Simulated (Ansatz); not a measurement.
One change: `N[C](=O)[GeH2][OH]` becomes `NC(=O)CO`.

Ansatz, PBE0-D4/def2-TZVP geometries, multiplicity 1. Each molecule was computed in one conformer, which needn't be the lowest.

Scalar relativity is left out up to krypton.

| property | `N[C](=O)[GeH2][OH]` |
| --- | --- |
| HOMO–LUMO gap (ωB97M-V/def2-TZVPP) / eV | 11.38 |
| LUMO energy (ωB97M-V/def2-TZVPP) / eV | 1.66 |
| size of the dipole moment (B3LYP/def2-TZVPP) / D | 4.60 |
| size of the dipole moment (ωB97M-V/def2-TZVPP) / D | 4.60 |
| size of the dipole moment (PBE/def2-TZVPP) / D | 4.45 |
| HOMO–LUMO gap (PBE0/def2-TZVPP) / eV | 7.18 |

Question: What does the change do to each property? (Estimate.)

Answer: Computed: 
| property | `NC(=O)CO` | shift |
| --- | --- | --- |
| HOMO–LUMO gap (ωB97M-V/def2-TZVPP) / eV | 11.58 | 0.20 |
| LUMO energy (ωB97M-V/def2-TZVPP) / eV | 1.95 | 0.29 |
| size of the dipole moment (B3LYP/def2-TZVPP) / D | 3.19 | -1.41 |
| size of the dipole moment (ωB97M-V/def2-TZVPP) / D | 3.20 | -1.40 |
| size of the dipole moment (PBE/def2-TZVPP) / D | 3.13 | -1.32 |
| HOMO–LUMO gap (PBE0/def2-TZVPP) / eV | 7.70 | 0.52 |

With PBE0 the HOMO rises by 0.23 eV and the LUMO rises by 0.75 eV, so the gap widens by about 0.52 eV. PBE moves the HOMO by 0.44 eV and ωB97M-V by 0.08 eV. Dipoles are sizes alone; their direction can turn.

B3LYP here is the variant with VWN-RPA as its local correlation; programs differ in this.
